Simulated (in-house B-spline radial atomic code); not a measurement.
Excitations of Ar⁸⁺ by several methods

Full response, energies in eV; labels give the largest channel, * marks a mixed state, a dash one above the method's threshold, and an imaginary frequency an unstable closed-shell reference. Computed with an all-electron radial atomic-structure program (B-spline basis): linear response of the closed shell [He] 2s2 2p6 with each method's own kernel (bare exchange for TDHF, static screening on G0W0 levels for BSE, the adiabatic kernel for functionals); scalar-relativistic (spin-free one-electron X2C), finite nucleus, no spin-orbit coupling, no double excitations, S, P, D and F terms only. Only terms of natural parity with L up to 3 were computed.

```csv
method,2p → 3s 3P,2p → 3s 1P,2p → 3p 3S,α (bohr³)
TDHF,253.15,255.17,267.26,0.03709
BSE on G0W0@HF,252.09,254.01,266.77,0.03699
LDA VWN5,243.42,244.94,258.88,0.03826
PBE,242.28,243.96,258.06,0.03817
PBE0,245.38,247.12,260.86,0.03786
B3LYP (VWN-RPA),242.26,244.45,257.73,0.03793
CAM-B3LYP,?,?,?,?
LC-wPBE,241.60,243.26,257.52,0.0382
wB97X,246.95,248.48,262.28,0.03776
HSE06,245.30,247.05,260.82,0.03788
BHandHLYP,244.83,247.27,259.89,0.03761
BLYP,239.14,241.41,254.80,0.03817
PBEsol,242.61,244.26,258.22,0.03821
BP86,243.58,245.13,259.39,0.03808
LDA exchange-only,241.91,243.66,256.98,0.0384
B97-1,?,?,?,?
RPBE,241.76,243.44,257.70,0.03816
OLYP,238.95,241.18,254.87,0.03796
```

(1) What does B97-1 give?

(2) What does CAM-B3LYP give?

Results:

(1) 2p → 3s 3P: 245.22; 2p → 3s 1P: 246.84; 2p → 3p 3S: 260.86; α: 0.03788 (eV, bohr³).

(2) 2p → 3s 3P: 241.88; 2p → 3s 1P: 244.06; 2p → 3p 3S: 257.36; α: 0.03795 (eV, bohr³).
